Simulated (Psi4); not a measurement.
Br$_{2}$Mg (SMILES [Br][Mg][Br]), singlet, geometry from GFN2-xTB (such geometries of metal compounds can be far from the true shape); CAM-B3LYP/pcseg-2 in Psi4.

The Psi4 input:
```
memory 2 GB

molecule {
0 1
  Mg    0.71270673    0.02657021   -0.06912814
  Br   -0.31720719    1.71987554   -1.33607982
  Br    0.07285059   -1.72898533    1.35978090
}

set basis pcseg-2

energy('cam-b3lyp')
print_variables()
```

The log (banner, timings and long lists left out):

```
   => Loading Basis Set <=

    Name: PCSEG-2
    Role: ORBITAL
    Keyword: BASIS

         ---------------------------------------------------------
                                   SCF
               by Justin Turney, Rob Parrish, Andy Simmonett
                          and Daniel G. A. Smith
                              RKS Reference
         ---------------------------------------------------------

  ==> Geometry <==

    Molecular point group: c2v
    Full point group: C2v

    Geometry (in Angstrom), charge = 0, multiplicity = 1:

       Center              X                  Y                   Z               Mass
    ------------   -----------------  -----------------  -----------------  -----------------
         MG          -0.000000000000     0.000000000000     0.728653332421    23.985041697000
         BR           0.000000000000    -2.197410487028    -0.110726993828    78.918337600000
         BR          -0.000000000000     2.197410487028    -0.110726993828    78.918337600000

  Running in c2v symmetry.

  Rotational constants: A =      1.14915  B =      0.02212  C =      0.02170 [cm^-1]
  Rotational constants: A =  34450.61509  B =    663.11200  C =    650.58934 [MHz]
  Nuclear repulsion =  336.471564459797605

  Charge       = 0
  Multiplicity = 1
  Electrons    = 82
  Nalpha       = 41
  Nbeta        = 41

  ==> Algorithm <==

  SCF Algorithm Type is DF.
  DIIS enabled.
  MOM disabled.
  Fractional occupation disabled.
  Guess Type is SAD.
  Energy threshold   = 1.00e-06
  Density threshold  = 1.00e-06
  Integral threshold = 1.00e-12

  ==> Primary Basis <==

  Basis Set: PCSEG-2
    Blend: PCSEG-2
    Number of shells: 39
    Number of basis functions: 105
    Number of Cartesian functions: 118
    Spherical Harmonics?: true
    Max angular momentum: 3

  ==> DFT Potential <==

   => LibXC <=

    Version 7.1.2
    S. Lehtola, C. Steigemann, M. J. T. Oliveira, and M. A. L. Marques,  SoftwareX 7, 1–5 (2018) (10.1016/j.softx.2017.11.002)

   => Composite Functional: CAM-B3LYP <=

    CAM-B3LYP Hyb-GGA Exchange-Correlation Functional

    T. Yanai, D. P. Tew, and N. C. Handy,  Chem. Phys. Lett. 393, 51 (2004) (10.1016/j.cplett.2004.06.011)

    Deriv               =              1
    GGA                 =           TRUE
    Meta                =          FALSE

    Exchange Hybrid     =           TRUE
    MP2 Hybrid          =          FALSE

   => Exchange Functionals <=

    0.3500         Becke 88 [omega = 0.3300]
[...]
   @DF-RKS iter   4: -5348.89320659589612   -3.70543e-03   5.58027e-04 ADIIS/DIIS
   @DF-RKS iter   5: -5348.89381120024245   -6.04604e-04   5.46122e-05 DIIS
   @DF-RKS iter   6: -5348.89381772898014   -6.52874e-06   1.02129e-05 DIIS
   @DF-RKS iter   7: -5348.89381841684462   -6.87864e-07   2.68767e-06 DIIS
   @DF-RKS iter   8: -5348.89381845185198   -3.50074e-08   8.11400e-07 DIIS
  Energy and wave function converged.

  ==> Post-Iterations <==

   Electrons on quadrature grid:
      Ntotal   =   82.0000256477 ; deviation = 2.565e-05

    Orbital Energies [Eh]
    ---------------------

    Doubly Occupied:

[...]
    Virtual:

[...]
      33B2     7.299624

    Final Occupation by Irrep:
             A1    A2    B1    B2
    DOCC [    16,    5,    6,   14 ]
    NA   [    16,    5,    6,   14 ]
    NB   [    16,    5,    6,   14 ]

  @DF-RKS Final Energy: -5348.89381845185198

   => Energetics <=

    Nuclear Repulsion Energy =            336.4715644597976052
    One-Electron Energy =               -8119.5436609122643858
    Two-Electron Energy =                2589.9140474170999369
    DFT Exchange-Correlation Energy =    -155.7357694164851409
    Empirical Dispersion Energy =           0.0000000000000000
    VV10 Nonlocal Energy =                  0.0000000000000000
    Total Energy =                      -5348.8938184518519847

Computation Completed

Properties will be evaluated at   0.000000,   0.000000,   0.000000 [a0]

Properties computed using the SCF density matrix

 Multipole Moments:

 ------------------------------------------------------------------------------------
     Multipole            Electronic (a.u.)      Nuclear  (a.u.)        Total (a.u.)
 ------------------------------------------------------------------------------------

 L = 1.  Multiply by 2.5417464519 to convert [e a0] to [Debye]
 Dipole X            :          0.0000000            0.0000000            0.0000000
 Dipole Y            :          0.0000000            0.0000000            0.0000000
 Dipole Z            :         -0.4060142            1.8764044            1.4703902
 Magnitude           :                                                    1.4703902

 ------------------------------------------------------------------------------------

  Variable Map:
  ----------------------------------------------------------------------------
[...]
  Array Variable Map:
  ----------------------------------------------------------------------------
[...]
[...]
```
